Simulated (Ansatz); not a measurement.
C3H4O3Zn, SMILES `[OH][Zn-]1[O]C=CC=[O+]1` at its PBE0-D4/def2-TZVP geometry, where that method's forces vanish. Total charge 0; spin multiplicity 1.

```xyz
11

O     2.0160   -2.1332    1.7010
Zn    0.9608   -0.9972    0.7980
O    -0.9611   -0.9168    0.4623
C    -1.4890    0.0037   -0.2214
C    -0.8495    1.0779   -0.8340
C     0.5228    1.3057   -0.7814
O     1.3967    0.6092   -0.1942
H     1.5372   -2.8597    2.1030
H    -2.5788   -0.0613   -0.3393
H    -1.4584    1.7808   -1.3864
H     0.9033    2.1908   -1.3076
```

(1) What forces (eV/Å) does B3LYP-D4/def2-TZVPP give on these atoms in Ansatz 0.2.0? (An estimate is asked.)

Results:

(1) The calculation gave: 
```
O1   0.119 -0.087  0.074
Zn2  0.003 -0.007  0.006
O3   0.038 -0.221  0.151
C4  -0.325  0.150 -0.147
C5  -0.078  0.092 -0.072
C6  -0.080  0.310 -0.216
O7   0.243 -0.096  0.099
H8  -0.002 -0.048  0.032
H9   0.070  0.005  0.007
H10  0.039 -0.042  0.033
H11 -0.027 -0.055  0.032
```

B3LYP here is the variant with VWN-RPA as its local correlation; programs differ in this.
